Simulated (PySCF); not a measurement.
**BeAl⁺: one state, many levels of theory**

State: ¹Σ⁺ (singlet), closed shell. Set-up: Be jorge-DZP-DKH, Al jorge-DZP-DKH; spin-free X2C with a Gaussian nucleus (PySCF 2.14). De refers to Be + Al⁺ in their ground configurations, without counterpoise correction. A positive dipole points towards Al; it is taken about the centre of mass and depends on that origin.

| Level | Re (Å) | ωe (cm⁻¹) | De (eV) | μ (D) | CPU s a point (SCF and correlation, without the integrals) |
| --- | --- | --- | --- | --- | --- |
| RHF-MP2 | 2.901 | 236 | 0.54 | n/a | 0.028 |
| RHF-SCS-MP2 | 2.927 | 225 | 0.495 | n/a | n/a |
| RHF-CCSD | 2.900 | 227 | 0.444 | n/a | n/a |
| RHF-CCSD(T) | 2.874 | 237 | 0.488 | n/a | 0.18 |
| PBE | 2.793 | 270 | 0.89 | -2.12 | 0.32 |
| BP86 | 2.809 | 261 | 0.83 | -2.12 | 0.2 |
| TPSS | 2.799 | 263 | 0.85 | -2.25 | 0.47 |
| r²SCAN | 2.795 | 274 | 0.87 | -2.31 | 0.43 |
| M06-L | 2.779 | 275 | 0.79 | -2.32 | 0.43 |
| PBE0 | 2.807 | 269 | 0.81 | -2.18 | 0.54 |
| HSE06 | 2.807 | 268 | 0.82 | -2.17 | 0.37 |

The bond length runs from 2.779 Å (M06-L) to 2.927 Å (RHF-SCS-MP2). De spans 0.44 eV (RHF-CCSD, coupled cluster) to 0.89 eV (PBE, GGA).

Correlated steps freeze 5 core orbitals. Closed-shell solutions of metal pairs were not tested for spin polarisation, which can lower them a little. Correlated levels converge slowly with the basis: in double zeta they bind strong bonds too weakly, by up to about 1 eV, and carry superposition errors of some tenths. For an ion De counts to the pair picked by the measured ionisation energies or electron affinities, which need not be the lowest pair at this level.

The whole job (state search and all levels along the bond) took about 0.94 min on 1 thread of Arm Neoverse V2 (shared host), peak memory 0.48 GiB.
